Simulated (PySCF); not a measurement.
The 32-electron isoelectronic series, spin-free X2C

Calculated with PySCF 2.14 from differences of total energies of unrestricted determinants, without spin-orbit coupling. Each ion has its own even-tempered basis scaled to its charge (20s14p9d5f4g for the first); frozen: [Ne]. Ionisation energies in eV.

```tsv
ion	configuration	UHF	LDA	PBE	PBE0	r2SCAN	MP2 (outer shells)	NIST (with spin-orbit, Breit and QED)
Sb(19+)	[Ar] 3d10 4s2 4p2 (3P)	546.38	548.02	547.62	547.62	547.92	547.39	552 ± 4 (t)
I(21+)	[Ar] 3d10 4s2 4p2 (3P)	641.36	643.06	642.67	642.66	642.92	642.40	649 ± 4 (t)
Xe(22+)	[Ar] 3d10 4s2 4p2 (3P)	691.64	693.37	692.98	692.96	693.22	692.68	700 ± 4 (t)
Nd(28+)	[Ar] 3d10 4s2 4p2 (3P)	1031.0	1032.9	1032.5	1032.4	1032.6	1032.1	1049 ± 4 (t)
Sm(30+)	[Ar] 3d10 4s2 4p2 (3P)	1158.7	1160.7	1160.2	1160.2	1160.4	1159.8	1180 ± 4 (t)
Ho(35+)	[Ar] 3d10 4s2 4p2 (3P)	1510.6	1512.7	1512.2	1512.1	1512.4	1511.8	1545 ± 5 (t)
Ta(41+)	[Ar] 3d10 4s2 4p2 (3P)	1995.2	n/a	n/a	n/a	n/a	1996.4	2053 ± 4 (t)
W(42+)	[Ar] 3d10 4s2 4p2 (3P)	2082.7	n/a	n/a	n/a	n/a	2083.9	2149.1 ± 2.1 (s)
Pt(46+)	[Ar] 3d10 4s2 4p2 (3P)	2452.1	2454.4	2453.8	2453.7	2454.0	2453.3	2536 ± 4 (t)
```

(1) Interpolate the row of Ce(26+).

Each ion has its own basis, which adds noise of up to about 0.1 % along the series.

NIST values marked (s) are semi-empirical, (t) theoretical. Open shells are high-spin determinants of the terms that Hund's rules give.

Spin-orbit coupling of the open shells is absent from the calculated values and included in NIST's; it grows fast with Z.

Results:

(1) configuration [Ar] 3d10 4s2 4p2 (3P); UHF 910.53; LDA 912.37; PBE 911.94; PBE0 911.90; r2SCAN 912.15; MP2 (outer shells) 911.60; NIST (with spin-orbit, Breit and QED) 924 ± 4 (t).
